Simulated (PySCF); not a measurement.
C4H8Si, SMILES C#C[SiH](C)C. Atoms are numbered in the order given.

```xyz
13

Si    -0.3893     0.4178     0.0000
C     -1.1609    -0.3101     1.5543
C     -1.1609    -0.3101    -1.5543
C      1.4214     0.0583     0.0000
C      2.6122    -0.1975     0.0000
H     -0.5545     1.9015     0.0000
H     -2.2412    -0.0940     1.5891
H     -0.6965     0.1104     2.4599
H     -1.0271    -1.4034     1.5779
H     -0.6965     0.1104    -2.4599
H     -1.0271    -1.4034    -1.5779
H     -2.2412    -0.0940    -1.5891
H      3.6635    -0.4203     0.0000
```

Geometry optimised at B3LYP-D3(BJ)/def2-SVP.

Computed with PBE0/def2-TZVP (PySCF).

Symmetry labels are those of the subgroup Cs that the program uses (full group Cs).

### Question
List the valence orbital energies around the gap with their symmetry. (The exact figures need the calculation; the answer reports its results.)

### Answer

```
orbital  symmetry  energy (eV)
-------  --------  -----------
HOMO−7         A'       -11.64
HOMO−6         A"       -11.18
HOMO−5         A"       -11.12
HOMO−4         A'       -10.24
HOMO−3         A'        -9.29
HOMO−2         A"        -9.14
HOMO−1         A'        -7.96
HOMO           A"        -7.95
LUMO           A'         0.16
LUMO+1         A"         0.16
LUMO+2         A'         1.33
LUMO+3         A"         1.88
```
